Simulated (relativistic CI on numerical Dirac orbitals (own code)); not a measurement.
Calculated at this level of theory: Dirac-Coulomb-Breit CI, KLI orbitals optimised for each configuration, a model potential for QED, unscaled Slater integrals (own radial code, finite nucleus).

Configuration list (outside the closed core [Ar] 3d10): 4s2 4p6 4d10 4f, 4s2 4p6 4d9 4f2, 4s2 4p6 4d10 5s, 4s2 4p5 4d10 4f2, 4s2 4p6 4d10 5p, 4s 4p6 4d10 4f2, 4s2 4p6 4d10 5d, 4s2 4p6 4d9 4f 5s, 4s2 4p6 4d10 5f, 4s2 4p6 4d9 4f 5p, 4s2 4p6 4d10 5g, 4s2 4p6 4d10 6s, 4s2 4p6 4d10 6p, 4s2 4p5 4d10 4f 5s, 4s2 4p6 4d10 6d, 4s2 4p6 4d9 4f 5f, 4s2 4p6 4d10 6f, 4s2 4p6 4d10 7s, 4s 4p6 4d10 5s2, 4s2 4p6 4d10 7d, 4s2 4p5 4d10 4f 5d. Double excitations out of closed p, d and f shells are left out; levels of such configurations are missing from the list, as are those of other unlisted configurations, and high levels can miss mixing partners.

At this charge energies of transitions that change n are usually good to better than 1 %, and those within a shell (Δn = 0) to a few per cent.

Outline of the computed level scheme of Pb XXXVI. Lowest level of each configuration: 4s2 4p6 4d10 4f 2F°_5/2 at 0.000 eV; 4s2 4p6 4d9 4f2 4F_3/2 at 231.801 eV.

Some strong electric-dipole decays among the lowest 45 levels: 4s2 4p6 4d9 4f2 2D_5/2 → 4s2 4p6 4d10 4f 2F°_5/2 (6.8e+10 s⁻¹); 4s2 4p6 4d9 4f2 4F_7/2 → 4s2 4p6 4d10 4f 2F°_5/2 (4.4e+10 s⁻¹); 4s2 4p6 4d9 4f2 2G_9/2 → 4s2 4p6 4d10 4f 2F°_7/2 (2.9e+10 s⁻¹); 4s2 4p6 4d9 4f2 4D_5/2 → 4s2 4p6 4d10 4f 2F°_5/2 (2.6e+10 s⁻¹); 4s2 4p6 4d9 4f2 4F_7/2 → 4s2 4p6 4d10 4f 2F°_7/2 (1.2e+10 s⁻¹); 4s2 4p6 4d9 4f2 2D_3/2 → 4s2 4p6 4d10 4f 2F°_5/2 (1.2e+10 s⁻¹); 4s2 4p6 4d9 4f2 2D_5/2 → 4s2 4p6 4d10 4f 2F°_5/2 (1.1e+10 s⁻¹); 4s2 4p6 4d9 4f2 2G_9/2 → 4s2 4p6 4d10 4f 2F°_7/2 (9.2e+09 s⁻¹).

LS names give the leading component of a level, which can be under half, so a name can repeat, a term be missing and a line seem to break the LS rules.
